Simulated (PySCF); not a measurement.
Ta(OH)3 (H₃O₃Ta), SMILES [OH][Ta]([OH])[OH] (connectivity only; charge and spin as stated), neutral, multiplicity 3.

Geometry: r2SCAN-D4/def2-SVP. The multiplicity is an assumed one; other spin states were not compared. The def2 effective core potentials stand for the cores of Ta; spin–orbit coupling is left out. One conformer was computed; it need not be the lowest.

These are TDA-PBE/def2-SVPD in PySCF values and carry that method's errors.

Vertical excitations. The molecule is in vacuum.

```tsv
state	energy (eV)	λ (nm)	f	main pairs
root 1	1.26	987	0.001	α HOMO→LUMO 99 %
root 2	1.93	642	0.004	α HOMO→LUMO+1 99 %
root 3	2.48	500	0.000	α HOMO→LUMO+3 81 %, α HOMO−1→LUMO 18 %
root 4	2.52	492	0.001	α HOMO→LUMO+2 99 %
root 5	2.71	457	0.000	α HOMO−1→LUMO 80 %, α HOMO→LUMO+3 18 %
root 6	2.71	457	0.008	α HOMO→LUMO+4 99 %
root 7	2.99	414	0.000	α HOMO→LUMO+5 98 %
root 8	3.14	395	0.014	α HOMO→LUMO+6 99 %
root 9	3.67	338	0.020	α HOMO−1→LUMO+1 97 %
root 10	4.04	307	0.001	α HOMO−1→LUMO+3 100 %
```
Unrestricted roots are not spin-pure.
